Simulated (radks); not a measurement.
Values are calculated unless marked as measured or tabulated.
Neutral terbium inside a hard spherical wall (all orbitals vanish at R), configuration held at [Xe] 4f9 6s2 and not refilled when levels cross. Level of theory: scalar-relativistic Kohn-Sham, LDA (Slater exchange, Perdew-Wang correlation), spin-unpolarised, spherical densities, finite nucleus; Fermi nuclear charge, rms radius 5.06 fm (a radial shooting solver on a logarithmic mesh with Libxc functionals). Eigenvalues in eV, with the zero of energy where the potential of the charges vanishes at infinity; a dash marks a level that is unbound or too diffuse for the functional's potential to be trusted. A positive occupied level is held by the wall or, in an anion where self-interaction has pushed it up, behind a barrier. The pressure on the wall is -dE/dV.

R (bohr),E (hartree),kinetic (hartree),e(5s),e(5p),e(6s),e(4f),"e(5d, empty)","e(6p, empty)",pressure (GPa)
free,-11700.2972,12587.836,-47.618,-24.952,-3.852,-3.242,-1.464,-1.221,0
20,-11700.2972,12587.836,-47.618,-24.952,-3.852,-3.242,-1.464,-1.220,< 0.0001
15,-11700.2972,12587.836,-47.616,-24.950,-3.850,-3.240,-1.461,-1.206,0.000162
10,-11700.2947,12587.858,-47.462,-24.798,-3.725,-3.089,-1.309,-0.868,0.0556
8,-11700.2806,12587.948,-46.967,-24.312,-3.256,-2.602,-0.829,0.042,0.572
6,-11700.1879,12588.375,-45.378,-22.777,-1.177,-1.011,0.852,3.490,6.80
3.5,-11698.6199,12594.356,-36.371,-14.083,21.471,9.120,13.024,34.514,436
3,-11696.8215,12601.049,-29.995,-7.342,42.102,16.838,22.681,59.754,1410
2.5,-11692.2290,12617.193,-17.194,7.159,86.541,31.865,42.795,111.08,5480
1.5,-11628.7598,12810.418,117.63,163.67,497.13,139.35,235.18,549.66,200000
